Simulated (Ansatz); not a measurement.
Input file for Ansatz (a first-principles code): U-B2PLYP/def2-TZVPP on RbMn, 2S+1 = 7, a spin state set in the input, which need not be the lowest, a point of a bond scan (R = 4.033 Å). Elements past Kr take the def2 small-core potentials; no spin–orbit coupling.

Ansatz 0.2 input:
```yaml
crystal:
  periodic: [false, false, false]
  atoms:
    - {symbol: Mn, position_ang: [0.00000000, 0.00000000, 0.00000000]}
    - {symbol: Rb, position_ang: [0.00000000, 0.00000000, 4.03329600]}
basis:
  gaussian:
    orbitals: def2-TZVPP
    pivot_positions_ang: [[0.00000000, 0.00000000, 0.00000000], [0.00000000, 0.00000000, 4.03329600]]
hamiltonian:
  xc: {name: B2PLYP}
magnetization: {spin_polarized: true, initial_magnetization: 6}
correlation: {electrons: valence}
output: {orbitals: {seedname: ./end}}
```

It printed:

```
WARN ansatz: RAYON_NUM_THREADS=1 ignored (pool sized by the plan → 1); use --threads N
Functional definition: B2PLYP
integrals: 0.07 GiB planned
789 factors; integrals over basis functions are off by at most 5.0e-4 eV
mean field: 0.48 GiB planned
mean field evaluation 1: about -31963.5053 eV, gradient 1.3e1 eV
mean field evaluation 2: about -31963.5594 eV, gradient 1.3e1 eV
mean field evaluation 4: about -31963.9195 eV, gradient 1.4e0 eV
mean field evaluation 8: about -31963.9364 eV, gradient 6.8e-2 eV
mean field evaluation 16: about -31963.9367 eV, gradient 1.7e-3 eV
mean field evaluation 32: about -31963.9323 eV, gradient 3.6e-1 eV
mean field -31963.93670904 eV, -1174.6530081228 hartree, gradient 5.5e-6 eV, S^2 12.014903; 6 other end points of the search recorded, 0 dependent functions left out
5 core orbitals not correlated
reference -31963.93683233 eV, -1174.6530126537 hartree; 15, 9 occupied and 84, 90 virtual orbitals, 789 factors
second order -17.21177008 eV of doubles, -0.00000000 eV of singles
Total energy: -31968.58401025 eV, -1174.8237932923 hartree
```

The run converged.

Cost: around 5 core-seconds (rough).
